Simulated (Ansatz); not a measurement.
Reactions of FH₆NSSi₂ (`N[Si](F)([SiH3])S`).

Calculated with Ansatz (gas phase, PBE0-D4/def2-TZVP geometries, no zero-point term in ΔE). CCSD(T)/CBS adds triple-zeta CCSD(T) − MP2 to the extrapolated MP2 energy (def2 sets, frozen cores). This one scheme is used for every species. Functionals use def2-TZVPP. For Zn outer-core shells are correlated without core-valence functions, which leaves a few kJ/mol of doubt a bond. Scalar relativity is left out up to krypton. Each species was taken in one conformer, which may not be the lowest.

```json
{"reaction": "`N[Si](F)([SiH3])S` + HCl → `N[Si](F)([SiH3])Cl` + H₂S", "r2SCAN-D4 (eV)": "-0.39"}
{"reaction": "`N[Si](F)([SiH3])S` + `F[CH2][ZnH]` → `F[SiH]([SiH3])S` + `[NH2][Zn][CH2]F`", "r2SCAN-D4 (eV)": "0.52"}
{"reaction": "`N[Si](F)([SiH3])S` + `C1=C[SiH2]1` → `N[SiH](F)S` + `[SiH3]C1=C[SiH2]1`", "r2SCAN-D4 (eV)": "-0.24"}
{"reaction": "`N[Si](F)([SiH3])S` + `NC(F)O[SiH3]` → `N[SiH]([SiH3])S` + `NC(F)(F)O[SiH3]`", "r2SCAN-D4 (eV)": "1.77"}
{"reaction": "`N[Si](F)([SiH3])S` + `OBF` → `FBO[SiH3]` + `N[SiH](F)S`", "r2SCAN-D4 (eV)": "-0.87"}
```

(1) Give the CCSD(T)/CBS values in the same order. (An estimate is asked.)

Largest T1 diagnostic: 0.015, for `[NH2][Zn][CH2]F`.

Answers

(1) The calculation gave: -0.39, 0.47, -0.29, 1.88, -0.95 eV.
